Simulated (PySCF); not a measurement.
# Simulated absorption spectrum

Compound: C₆H₇F₃Si.
Geometry (PBE0-D3(BJ)/def2-SVP, Å), atoms numbered from 1 in this order:
```xyz
17
C6H7F3Si angstrom
C      2.635    0.671    0.205
Si     1.146    0.016   -0.726
C      0.291   -1.447    0.081
C     -0.968   -1.067    0.378
C     -1.339    0.322    0.014
C     -2.728    0.795    0.327
F     -2.920    2.070   -0.005
F     -2.988    0.670    1.635
F     -3.641    0.063   -0.324
C     -0.397    1.084   -0.576
H      3.013    1.597   -0.255
H      3.449   -0.070    0.197
H      2.368    0.884    1.252
H      1.497   -0.247   -2.157
H      0.660   -2.449    0.309
H     -1.708   -1.715    0.860
H     -0.597    2.116   -0.869
```

Method used: PySCF 2.14.0, density-fitted response routines, TDDFT PBE0/def2-SVPD, vertical, gas phase, core orbitals frozen in the response.

Computed states:

| state | E (eV) | f |
| --- | --- | --- |
| S1 | 4.45 | 0.048 |
| S2 | 5.57 | 0.0010 |
| S3 | 5.79 | 0.011 |
| S4 | 6.13 | 0.089 |
| S5 | 6.85 | 0.062 |
| S6 | 6.91 | 0.063 |
| S7 | 7.14 | 0.019 |
| S8 | 7.22 | 0.0077 |
| S9 | 7.47 | 0.0098 |
| S10 | 7.75 | 0.014 |

Broadening: Gaussians 0.5 eV wide at half height, area fixed by f = 4.319×10⁻⁹ ∫ε dν̃. The width is an assumption, not a result. The curve ends short of the highest state used, and states not computed would add to its high-energy end.

Q: What does the envelope look like, and where are its maxima?

A: 
(E (eV), ε (L mol⁻¹ cm⁻¹)): (3.70, 5), (3.78, 17), (3.86, 52), (3.94, 138), (4.02, 320), (4.10, 644), (4.18, 1124), (4.27, 1777), (4.35, 2294), (4.43, 2571), (4.51, 2499), (4.59, 2108), (4.67, 1543), (4.75, 980), (4.83, 540), (4.91, 259), (4.99, 109), (5.07, 44), (5.15, 27), (5.23, 39), (5.31, 78), (5.39, 155), (5.47, 287), (5.55, 499), (5.63, 825), (5.71, 1315), (5.79, 2011), (5.87, 2904), (5.95, 3870), (6.03, 4659), (6.11, 4993), (6.19, 4730), (6.27, 3982), (6.35, 3091), (6.43, 2475), (6.51, 2461), (6.59, 3158), (6.67, 4413), (6.75, 5838), (6.83, 6938), (6.91, 7325), (6.99, 6899), (7.07, 5865), (7.15, 4588)

Maxima: 278 nm (4.45 eV), ε about 2600, made up of S1 (100%); 203 nm (6.12 eV), ε about 5000, made up of S4 (96%); 180 nm (6.91 eV), ε about 7300, made up of S5 (44%) and S6 (46%) (ε in L mol⁻¹ cm⁻¹; maxima over ε = 5, shares over 10%).

Q: What would ε be at 6.91 eV, the highest of these maxima, with half the width (0.25 eV)?

A: About 12700 L mol⁻¹ cm⁻¹ against 7330, a factor of about 1.7; a lone state at its own centre would give exactly 2.

Q: On this curve, what absorbance would a 10⁻⁵ mol/L sample give at 280 nm over a 1 cm path?

A: 280 nm is 4.428 eV, where ε is about 2600 L mol⁻¹ cm⁻¹, so A = ε c l ≈ 0.026 (Beer–Lambert, with the gas-phase spectrum and the assumed width).

Q: Coming from long wavelengths, where does ε first pass 100 L mol⁻¹ cm⁻¹?

A: At about 317 nm (3.91 eV), 0.54 eV below S1.

The vertical ionisation energy (ΔSCF) is 9.12 eV, 1.37 eV above S10.
